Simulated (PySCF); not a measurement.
**Assignment exercise: C5H7F2NO**

Bonds (- single, = double, # triple, : aromatic): F1-C2, C2-F3, C2-O4, O4-C5, C5=C6, C6-C7, C7-N8, N8-C9, C9-C5. C2 carries H10; C6 carries H11; C7 carries H12, H13; N8 carries H14; C9 carries H15, H16.

PySCF 2.14.0 with density-fitted response routines calculation with NMR shieldings at PBE0/pcSseg-1/GIAO and structure optimised with GFN2-xTB; single conformer, non-relativistic, one averaged value for each set of equivalent atoms, no solvent model.

δ = σ(ref) − σ, references computed at the same level: ¹³C, ¹H vs TMS.

Problem. Assign these signals to the numbered atoms. ¹³C{¹H} NMR (computed): δ 163.8 (C), 123.2 (CH), 108.8 (CH), 57.0 (CH2), 57.0 (CH2).

Solution. 
| δ (ppm) | atoms | environment | reason |
| --- | --- | --- | --- |
| 163.8 | C5 | alkene carbon bearing oxygen | an sp2 carbon further deshielded by the attached heteroatom |
| 123.2 | C2 | sp3 CH bonded to 2 F and O | 3 electronegative neighbours deshield it |
| 108.8 | C6 | β carbon of an enol-ether or enamine type C=C | the O or N lone pair pushes π density onto this β carbon and shields it |
| 57.0 | C9 | allylic sp3 CH2 bonded to N | the inductive effect lowers its shielding |
| 57.0 | C7 | allylic sp3 CH2 bonded to N | – |

C9 and C7 lie closer than the usual error of such a calculation, so a measured spectrum could show them in the other order.

Problem. Assign these signals to the numbered atoms. ¹H NMR (300 MHz, computed): δ 6.62 (m, 1H), 5.16 (t, 1H), 3.94 (m, 2H), 3.87 (s, 2H), 1.12 (br s, 1H).

Solution. 
6.62 → H10, hydrogen on an sp3 CH bonded to 2 F and O: its carbon carries F and O, which withdraws density
5.16 → H11, hydrogen on a β carbon of an enol-ether or enamine type C=C: olefinic region
3.94 → H12/H13, hydrogen on an allylic sp3 CH2 bonded to N: its carbon carries N, an electronegative neighbour
3.87 → H15/H16, hydrogen on an allylic sp3 CH2 bonded to N
1.12 → H14, hydrogen on an amine nitrogen: exchangeable; this is the value without hydrogen bonding to other molecules

H12/H13 and H15/H16 lie closer than the usual error of such a calculation, so a measured spectrum could show them in the other order.

OH and NH positions are those of a molecule without intermolecular hydrogen bonds; in solution they move with solvent, concentration and temperature, and exchange usually removes their couplings. Splittings by ¹⁹F in the carbon and heteronuclear signals aren't shown, as no couplings were computed. Shifts are as computed. Against solution values, carbons near 30 ppm lie about +3 ppm off and those near 130 ppm about +5 ppm. Of 1211 compounds with measured shifts, 218 miss one by over three times the rms of a fit or turn the order of signals round; such compounds aren't used in these exercises. Multiplicities follow the n + 1 count of equivalent neighbours, as no J values were calculated; m marks all less simple cases, F and P coupling included.
